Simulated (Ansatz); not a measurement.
Complex: HF (SMILES F) (first 2 atoms) with H2 (SMILES [H][H]); geometry from B3LYP-D3(BJ)/def2-TZVP, rigid monomers moved along the line of their centres of mass till H2···H4 is 2.75 Å.
(charge 0, multiplicity 1):
```xyz
4

F     -0.082     0.194    -0.504
H     -0.069     0.099     0.418
H     -0.080    -0.538     3.094
H      0.019     0.198     3.164
```

Counterpoise-corrected where a basis set is named; no monomer relaxation.

Frozen-core correlation. CBS(a, b) extrapolates the correlation energy as X⁻³ and adds the Hartree–Fock energy of set b.

The values were computed with Ansatz (Gaussian orbitals). Each number belongs to the level named beside it.

Problem. Predict the interaction energy from SCS-MP2/aug-cc-pVQZ.

Solution. -21 meV

Ansatz is a quantum-chemistry and plane-wave program.
